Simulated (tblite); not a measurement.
C2H9FSSi2.
Numbering: `[CH3:1][SiH2:2][Si@@H:3]([F:4])[S:5][CH3:6]` (hydrogens: H7, H8, H9 on C1; H10, H11 on Si2; H12 on Si3; H13, H14, H15 on C6)

The geometry is computed with GFN2-xTB (gas phase).

What internal coordinates does the optimisation give?

```json
{"bond": "C1–Si2", "length (Å)": "1.898"}
{"bond": "Si2–Si3", "length (Å)": "2.303"}
{"bond": "Si3–F4", "length (Å)": "1.625"}
{"bond": "Si3–S5", "length (Å)": "2.152"}
{"bond": "S5–C6", "length (Å)": "1.820"}
{"bond": "C1–H7, C1–H8, C1–H9", "length (Å)": "1.086"}
{"bond": "Si2–H10", "length (Å)": "1.470"}
{"bond": "Si2–H11", "length (Å)": "1.468"}
{"bond": "Si3–H12", "length (Å)": "1.462"}
{"bond": "C6–H13, C6–H14, C6–H15", "length (Å)": "1.085"}
```

Bonds in one row agree within 0.01 Å and their mean is given. A selection of angles:
```json
{"angle": "Si2–C1–H7", "degrees": "111.4"}
{"angle": "H7–C1–H8", "degrees": "107.5"}
{"angle": "C1–Si2–Si3", "degrees": "107.4"}
{"angle": "C1–Si2–H10", "degrees": "108.8"}
{"angle": "C1–Si2–H11", "degrees": "109.0"}
{"angle": "Si3–Si2–H10", "degrees": "113.4"}
{"angle": "Si3–Si2–H11", "degrees": "110.6"}
{"angle": "H10–Si2–H11", "degrees": "107.7"}
{"angle": "Si2–Si3–F4", "degrees": "110.1"}
{"angle": "Si2–Si3–S5", "degrees": "111.1"}
{"angle": "Si2–Si3–H12", "degrees": "123.6"}
{"angle": "F4–Si3–S5", "degrees": "105.0"}
{"angle": "F4–Si3–H12", "degrees": "98.9"}
{"angle": "S5–Si3–H12", "degrees": "106.2"}
{"angle": "Si3–S5–C6", "degrees": "99.6"}
{"angle": "S5–C6–H13", "degrees": "109.6"}
{"angle": "S5–C6–H14", "degrees": "106.8"}
{"angle": "H13–C6–H14", "degrees": "110.1"}
{"angle": "H13–C6–H15", "degrees": "110.6"}
```

Torsions: C1–Si2–Si3–F4 61° (synclinal); Si2–Si3–S5–C6 -165° (antiperiplanar).

Si3 (fluorine-bound silicon) is distorted tetrahedral (angles from 98.9° to 123.6°). Of the pairs four or more bonds apart, F4···H15 is among the closest relative to their van der Waals radii: 2.66 Å, 100 % of the sum of Bondi's values. Si2 (SiH2 silicon) is distorted tetrahedral (angles from 107.4° to 113.4°).

Point group: C1 (no symmetry element, even within 0.4 Å). Its lowest GFN2-xTB frequency is 10 cm⁻¹, too small to tell a flat minimum from a shallow saddle. The numbers are those of one conformer. 3 starts were optimised and ended at 0.00, 0.29 and 0.82 kcal/mol (GFN2-xTB); the lowest of these is shown.
